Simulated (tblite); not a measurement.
Compound: C6H13NSi.
Z-matrix (Å and degrees, GFN2-xTB geometry), rows numbered from 1:
```
C 
C   1  1.3231
C   2  1.4983  1  122.76
C   2  1.5108  1  121.99  3  -178.62
C   4  1.5379  2  110.53  1    92.81
C   5  1.5255  4  108.63  2  -159.97
Si  6  1.8995  5  103.32  4    36.68
N   4  1.4488  2  112.75  1   -25.62
H   1  1.0765  2  121.46  3   179.50
H   1  1.0768  2  121.92  3    -0.37
H   3  1.0899  2  110.28  1   116.98
H   3  1.0866  2  110.89  1    -3.51
H   3  1.0892  2  110.28  1  -124.20
H   4  1.1033  2  108.49  1  -147.69
H   5  1.0915  4  110.65  2    76.52
H   5  1.0918  4  107.88  2   -41.75
H   6  1.0873  5  110.69  4   160.24
H   6  1.0902  5  110.01  4   -81.51
H   7  1.4672  6  112.98  5  -139.06
H   7  1.4683  6  113.95  5    93.68
H   8  1.0050  4  114.75  2   -49.75
```

Computed with GFN2-xTB (tblite): harmonic, unscaled wavenumbers at the GFN2-xTB geometry, gas phase. This tight-binding method is rough: wavenumbers can miss measured ones by several per cent, in bad cases by 10 to 20. Modes of hydrogen on silicon can be 10 to 20 % off. One conformer, not necessarily the lowest.

Harmonic wavenumbers (cm⁻¹): 44.7, 55.9, 131.8, 156.1, 198.5, 279.6, 323.4, 355.4, 421.3, 472.0, 500.2, 521.9, 536.0, 565.7, 667.3, 711.2, 728.6, 793.1, 813.4, 872.0, 897.3, 907.3, 941.2, 963.9, 990.4, 1017.8, 1039.9, 1065.3, 1109.9, 1140.2, 1175.7, 1234.5, 1253.7, 1279.9, 1298.5, 1329.3, 1343.6, 1394.5, 1413.9, 1480.5, 1481.7, 1487.0, 1497.6, 1727.8, 2196.0, 2228.3, 2810.6, 2964.2, 2979.7, 2986.7, 2999.5, 3016.8, 3017.2, 3046.5, 3104.7, 3130.2, 3496.2.

A = 3475, B = 1107, C = 948.8 MHz; mass 127.082 u (most abundant isotopes); point group C1, symmetry number 1.

Task: Zero-point energy?

Result: Half the sum of the wavenumbers: 38298 cm⁻¹ = 109.50 kcal/mol.

Task: What is S at 500 K and 1 bar for an ideal gas of classical rigid rotors and harmonic oscillators?

Result: Translation 43.03, rotation 30.41, vibration 49.71: S = 123.1 cal/(mol K).

Task: And Cp and H(500 K) − H(0)?

Result: Cp = 60.97 cal/(mol K), of which vibrations give 53.02 (their classical limit is 57 R = 113.3); H(500 K) − H(0) = 17.12 kcal/mol without the zero-point energy, 13.14 from vibrations.

Task: How do the functions run with temperature in this model?

Result: 
| T (K) | S (cal/(mol K)) | Cp (cal/(mol K)) | H − H(0) (kcal/mol) | G − H(0) (kcal/mol) | ln q(vib) |
| --- | --- | --- | --- | --- | --- |
| 150 | 76.7 | 22.6 | 2.26 | -9.25 | 2.89 |
| 250 | 90.8 | 34.0 | 5.07 | -17.64 | 5.32 |
| 298.15 | 97.3 | 39.7 | 6.84 | -22.17 | 6.53 |
| 400 | 110.6 | 51.3 | 11.49 | -32.76 | 9.15 |
| 600 | 135.0 | 69.0 | 23.63 | -57.37 | 14.43 |
| 900 | 166.5 | 86.0 | 47.08 | -102.73 | 22.14 |

q(vib) and H(0) count from the zero-point level.

Task: Which modes carry the vibrational entropy at 500 K?

Result: 44.7 cm⁻¹: 6.06; 55.9 cm⁻¹: 5.62; 131.8 cm⁻¹: 3.93; 156.1 cm⁻¹: 3.59; 198.5 cm⁻¹: 3.13; 279.6 cm⁻¹: 2.47 cal/(mol K); the other 51 give 24.91 together.

Task: What must be added to the electronic energy to get the Gibbs energy at 500 K and 1 bar?

Result: ZPE + [H(500 K) − H(0)] − T·S = 109.50 + 17.12 − 61.57 = 65.05 kcal/mol.

Task: Blend soft modes into free rotors: weight 1/[1 + (100 cm⁻¹/ν̃)⁴] for the oscillator and the rest for a rotor with moment μB/(μ + B), μ = h/(8π²ν), B = 10⁻⁴⁴ kg m². What vibrational entropy results?

Result: 46.03 cal/(mol K) in place of 49.71, which changes −T·S at 500 K by +1.84 kcal/mol.

Hindered rotation and anharmonicity are outside this model. Other conformers, if any are populated, would add a mixing term that is left out. The structure is chiral; the term R ln 2 for an equal mix with its mirror image is left out.
